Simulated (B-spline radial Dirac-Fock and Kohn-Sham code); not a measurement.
# Electron momentum distribution of Au³⁺: Compton profiles

System: gold as Au³⁺, configuration 1s2 2s2 2p6 3s2 3p6 3d10 4s2 4p6 4d10 4f14 5s2 5p6 5d8.

The computed values come from an atomic code on a B-spline grid: the impulse approximation on relativistic Hartree-Fock (Dirac-Fock) wave functions, averaged over the configuration. pz is in atomic units of momentum; subshell profiles are per electron, for a selection of subshells; open shells are spread over both j values by their weights.

```tsv
pz	J total	J 2p3/2	J 4d5/2	J 5p3/2	J 5d5/2
0	7.715	0.0181	0.0786	0.258	0.250
0.18	7.698	0.0181	0.0786	0.258	0.250
0.25	7.683	0.0181	0.0786	0.258	0.250
0.34	7.654	0.0181	0.0786	0.257	0.250
0.46	7.599	0.0181	0.0786	0.256	0.250
0.63	7.481	0.0181	0.0786	0.251	0.248
0.85	7.235	0.0181	0.0786	0.237	0.240
1.2	6.605	0.0181	0.0785	0.199	0.210
1.6	5.665	0.0181	0.0783	0.140	0.155
2.1	4.575	0.0181	0.0776	0.0732	0.0873
2.9	3.524	0.0181	0.0744	0.0211	0.0259
3.9	2.902	0.0181	0.0650	0.0121	0.00600
5.3	2.223	0.0181	0.0448	0.00978	0.00423
7.2	1.461	0.0179	0.0198	0.00306	0.00282
9.8	0.8853	0.0174	0.00508	0.00103	0.000751
13	0.5497	0.0163	0.00257	0.000868	0.000246
18	0.2951	0.0136	0.00220	0.000234	0.000215
25	0.1422	0.00908	0.000903	6.53e-05	9.34e-05
33	0.07107	0.00499	0.000245	5.78e-05	2.56e-05
```

J(0) = 7.715. The 5d5/2 subshell gives the largest part, 16 %.

Mean momentum ⟨p⟩ by subshell (a.u.): 1s1/2 85.2, 2s1/2 30.4, 2p1/2 40.0, 2p3/2 34.6, 3s1/2 15.3, 3p1/2 18.3, 3p3/2 16.7, 3d3/2 20.0, 3d5/2 19.5, 4s1/2 7.93, 4p1/2 8.91, 4p3/2 8.23, 4d3/2 9.10, 4d5/2 8.87, 4f5/2 9.16, 4f7/2 9.04, 5s1/2 3.35, 5p1/2 3.55, 5p3/2 3.23, 5d3/2 2.92, 5d5/2 2.82.
